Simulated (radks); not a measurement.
Results of a calculation; reference values are marked as such.
Valence configurations of Cu2+ (all share [Ar]). Level of theory: non-relativistic Kohn-Sham, PBE, spin-polarised, spherical densities, point nucleus; open shells are filled with parallel spins first (a radial shooting solver on a logarithmic mesh with Libxc functionals). Energies are relative to 3d9; eigenvalues in eV for spin up.

valence          E (eV)  moment (Bohr magnetons)    e(3d)    e(4p)    e(4s)
3d9               0.000                        1  -30.338        -        -
3d8.5 4s0.5       3.949                        2  -34.046        -  -23.599
3d8 4s1           8.701                        3  -37.973        -  -25.062
3d7 4s1 4p1      29.043                        5  -47.725  -20.510  -28.573
3d7.5 4s1 4p0.5  18.202                        4  -42.773  -19.149  -26.858
3d6 4s1 4p2      55.050                        7  -58.061  -23.056  -31.805
3d8.5 4p0.5       7.464                        2  -34.747  -16.956        -
3d8 4p1          16.079                        3  -39.338  -18.426        -
3d8 4s0.5 4p0.5  12.383                        3  -38.660  -18.071  -25.450
3d7 4s2          22.969                        3  -46.412        -  -26.983

NIST lists [Ar] 3d9 as the ground configuration; this level of theory agrees among the configurations tried. The energies are those of spherical high-spin densities, not of single terms.
